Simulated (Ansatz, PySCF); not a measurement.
Molecule: arsenic trifluoride, AsF3 (charge 0, singlet). 
Structure (B3LYP-D3(BJ)/def2-TZVP (Ansatz, a quantum-chemistry and plane-wave program) minimum search):
```xyz
4

F     -0.8444    -1.2126    -0.5085
As     0.0043    -0.0097     0.3990
F      1.4749    -0.1021    -0.5065
F     -0.6462     1.3505    -0.4481
```

Total electronic energies in hartree. Valence correlation only, unless marked. No spin-orbit coupling. The frozen core is the preceding noble-gas configuration, with the filled d and f shells of earlier blocks. Non-relativistic. FCI takes restricted orbitals. CBS marks a two-point X^-3 extrapolation of the correlation energy; Hartree-Fock from the larger set. The bracket is a focal-point correction in the basis named.

| level | program | energy (Eh) |
|---|---|---|
| B97M-V/def2-TZVPD | Ansatz | ___ |
| PBE0-D3(BJ)/def2-TZVPD | Ansatz + dftd3 | ___ |
| PBE0-D4/def2-TZVP | Ansatz + dftd4 | ___ |
| BHLYP-D3(BJ)/def2-TZVPD | Ansatz + dftd3 | -2535.50631 |
| M06-2X/def2-TZVPD | PySCF | -2535.54643 |
| wB97X-V/def2-TZVPD | Ansatz | -2535.32479 |
| B2GP-PLYP-D3(BJ)/def2-TZVPD | Ansatz + dftd3 | -2534.88117 |
| B2GP-PLYP/def2-TZVPD | Ansatz | -2534.87971 |
| MP2/aug-cc-pVTZ | Ansatz | -2533.68345 |
| SCS-MP2/cc-pVTZ | Ansatz | -2533.62312 |
| CCSD/aug-cc-pVDZ | Ansatz | -2533.34368 |
| CCSD/cc-pVTZ | Ansatz | -2533.64731 |
| CCSD(T)/cc-pVTZ | Ansatz | -2533.67671 |
| FCI/STO-3G | Ansatz | -2503.49968 |
| RI-MP2/CBS(aug-cc-pVTZ,aug-cc-pVQZ)+[CCSD(T)-MP2]/aug-cc-pVTZ | Ansatz | -2533.8607 |

### Question
Fill in the missing entries.

### Answer

- B97M-V/def2-TZVPD, energy (Eh): -2535.11321
- PBE0-D3(BJ)/def2-TZVPD, energy (Eh): -2535.07645
- PBE0-D4/def2-TZVP, energy (Eh): -2535.07297
